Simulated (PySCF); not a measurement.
From one molecule to another.

First species: C3H8ClNSi2.
SMILES: `N#C[SiH2][C@@H]([SiH3])CCl`

Second species: C₃H₈ClNSi₂.
SMILES with atom numbers: `[N:1]#[C:2][CH2:3][C@@H:4]([SiH3:5])[SiH2:6][Cl:7]` (hydrogens: H8, H9 on C3; H10 on C4; H11, H12, H13 on Si5; H14, H15 on Si6)

Levels: B3LYP/def2-SVPD for dipole moment, HOMO energy, LUMO energy, HOMO–LUMO gap, static isotropic polarisability and electronic spatial extent ⟨r²⟩ about the centre of nuclear charge; TDDFT B3LYP/def2-SVPD for lowest singlet excitation; TDA B3LYP/def2-SVPD for lowest triplet excitation (Tamm–Dancoff); GFN2-xTB for rotational constant A and rotational constant C. Geometries: GFN2-xTB. All species are isolated and taken at one optimised geometry, non-relativistic unless stated. Electronic properties by PySCF.

The conformers computed, where there is a choice (atom-mapped SMILES and torsion angles):
- `[N:1]#[C:2][SiH2:3][C@@H:4]([SiH3:5])[CH2:6][Cl:7]`: C2–Si3–C4–Si5 42°, Si3–C4–C6–Cl7 49°
- `[N:1]#[C:2][CH2:3][C@@H:4]([SiH3:5])[SiH2:6][Cl:7]`: C2–C3–C4–Si5 -64°, C3–C4–Si6–Cl7 55°

(1) Which of the two has the higher static isotropic polarisability, and by how much?

(2) Which of the two has the higher LUMO energy, and by how much?

(3) Which of the two has the higher rotational constant A, and by how much?

(4) Which of the two has the higher HOMO–LUMO gap, and by how much?

(5) Which has the higher HOMO energy?

(6) Which of the two has the higher dipole moment, and by how much?

(7) Which of the two has the higher S1 energy, and by how much?

(8) Which of the two has the higher ⟨r²⟩, and by how much?

Results:

(1) The first: 105.8 au against 102.8 au, a difference of 3.0 au.

(2) The second: -0.55 eV against -0.84 eV, a difference of 0.29 eV.

(3) The first: 1.952 GHz against 1.874 GHz, a difference of 0.078 GHz.

(4) The second: 7.95 eV against 7.78 eV, a difference of 0.17 eV.

(5) The second: -8.50 eV against -8.62 eV, a difference of 0.12 eV.

(6) The second: 3.70 D against 3.45 D, a difference of 0.25 D.

(7) The second: 6.98 eV against 6.83 eV, a difference of 0.15 eV.

(8) The first: 1676 bohr² against 1547 bohr², a difference of 129 bohr².

On the first: In atomic units the dipole is 1.36 e·bohr (1 au = 2.5417 D). No computed singlet falls in the visible range (750 to 380 nm, 1.65 to 3.26 eV); S1 lies 3.57 eV above its blue end.

On the second: No computed singlet falls in the visible range (750 to 380 nm, 1.65 to 3.26 eV); S1 lies 3.72 eV above its blue end. The principal polarisabilities are 92.2, 101.9 and 114.3 au; their mean is the isotropic value.
